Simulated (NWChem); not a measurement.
Species: C2H2BrF; SMILES C=C(F)Br

Results from NWChem. Pople sets run with spherical d functions. Geometry: optimised at PBE0/def2-SVP. COSMO at PBE0/6-31G*, default radii, gas-phase geometry; f = (ε − 1)/ε scales the surface charges.

```
row            f  electrostatic solvation energy (kcal/mol)
--------  ------  -----------------------------------------
ε = 1.5   0.3333                                      -0.58
ε = 2.0   0.5000                                   withheld
ε = 20.7  0.9517                                      -1.75
ε = 37.5  0.9733                                      -1.80
ε = 78.4  0.9872                                      -1.83
```

Fit a straight line of the last column on the one before it, predict the withheld value, and compare with the run.


1. Means of the 4 shown rows: x = 0.81138, y = -1.490. Slope Σ(x − x̄)(y − ȳ)/Σ(x − x̄)² = -0.5815/0.3054 = -1.904; intercept 0.055.
2. The shown rows scatter about the line by 0.005 (root mean square); the largest residual is +0.01, at ε = 20.7.
3. At x = 0.5000 (ε = 2.0; inside the shown range) the line gives -0.90.
4. The run gives -0.88, +0.02 from the line.
